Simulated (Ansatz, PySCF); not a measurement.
This singlet lies 1.44 eV below the relaxed triplet at the level frozen-core CCSD(T)/cc-pVDZ // PBE0-D3(BJ)/def2-TZVP (Ansatz, a first-principles code).

Cartesian coordinates (Å):
SMILES: [NH2][Ge][SiH3]
```xyz
8

N      1.7926    -0.0383    -0.0247
Ge     0.6882    -1.2610     0.7448
Si    -1.3514    -0.0373     0.0577
H      1.5101     0.7925    -0.5217
H      2.7951    -0.1405     0.0158
H     -2.1706     0.3598     1.2412
H     -2.2288    -0.8837    -0.8042
H     -1.0353     1.2086    -0.7089
```
Charge 0, multiplicity 1.

**Question.** What is the computed HOMO–LUMO gap, total energy, HOMO, dipole moment and LUMO (PBE0-D3(BJ)/def2-TZVP (PySCF))?

**Answer.** 
| Property | Result |
|---|---|
| HOMO–LUMO gap | 4.19 eV |
| total energy | -2423.8358 Ha |
| HOMO | -6.18 eV |
| dipole moment | 1.80 D |
| LUMO | -1.99 eV |
